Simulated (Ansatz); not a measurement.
Ansatz (a quantum-chemistry and plane-wave program) input (CCSD(T)/cc-pVDZ):

Ansatz 0.2 input:
```yaml
crystal:
  periodic: [false, false, false]
  atoms:
    - {symbol: C, position_ang: [2.14390261, -0.05567147, 0.28260287]}
    - {symbol: C, position_ang: [0.66057161, -0.00927580, 0.06194084]}
    - {symbol: C, position_ang: [-0.18544217, 1.09278380, 0.30923617]}
    - {symbol: C, position_ang: [-1.51557715, 0.70500956, 0.03270364]}
    - {symbol: C, position_ang: [-1.49494089, -0.63962388, -0.38873532]}
    - {symbol: C, position_ang: [-0.15211900, -1.07851280, -0.37129798]}
    - {symbol: H, position_ang: [2.63197788, -0.75668189, -0.40552815]}
    - {symbol: H, position_ang: [2.60615383, 0.92598119, 0.12185705]}
    - {symbol: H, position_ang: [2.42867480, -0.37008974, 1.29972275]}
    - {symbol: H, position_ang: [0.13894210, 2.06893489, 0.65465767]}
    - {symbol: H, position_ang: [-2.39294058, 1.33715666, 0.10787769]}
    - {symbol: H, position_ang: [-2.35360578, -1.22585088, -0.69542765]}
    - {symbol: H, position_ang: [0.20242767, -2.06770672, -0.64186068]}
basis:
  gaussian:
    orbitals: cc-pVDZ
total_charge: -1
magnetization: {spin_polarized: false}
correlation: {method: ccsd_t, electrons: outside_noble_gas}
```

End of the output:

```
integrals: 0.20 GiB planned
1092 factors; integrals over basis functions are off by at most 1.1e-3 eV
0.48 GiB of device memory are held for the factors and their scratch space
mean field: 0.45 GiB planned
mean field evaluation 1: about -6289.5384 eV, gradient 2.8e1 eV
mean field evaluation 2: about -6289.8314 eV, gradient 2.8e1 eV
mean field evaluation 4: about -6292.4456 eV, gradient 4.7e0 eV
mean field evaluation 8: about -6292.5051 eV, gradient 2.2e-1 eV
mean field evaluation 16: about -6291.9144 eV, gradient 9.3e0 eV
mean field -6292.50523453 eV, -231.2453021556 hartree, gradient 1.1e-6 eV, S^2 0.000000; 0 other end points of the search recorded, 0 dependent functions left out
6 core orbitals not correlated
reference -6292.50523453 eV, -231.2453021556 hartree; 16, 16 occupied and 97, 97 virtual orbitals, 1092 factors
second order -22.49982935 eV of doubles, -0.00000000 eV of singles
coupled cluster: 1.31 GiB planned
cycle   1  -22.88410876 eV  change   -3.8e-1 eV  update   1.1e-1
cycle   2  -23.51144547 eV  change   -6.3e-1 eV  update   3.1e-2
cycle   3  -23.62483881 eV  change   -1.1e-1 eV  update   1.2e-2
cycle   4  -23.62499405 eV  change   -1.6e-4 eV  update   2.8e-3
cycle   5  -23.62645286 eV  change   -1.5e-3 eV  update   9.1e-4
cycle   6  -23.62656770 eV  change   -1.1e-4 eV  update   2.1e-4
cycle   7  -23.62651720 eV  change    5.0e-5 eV  update   8.1e-5
cycle   8  -23.62654446 eV  change   -2.7e-5 eV  update   2.8e-5
perturbative correction -0.96385803 eV, -0.0354211293 hartree
Total energy: -6317.09563702 eV, -232.1489827792 hartree
```

It need not be the lowest isomer of its formula. Whether it binds its extra electron was not tested at this geometry.
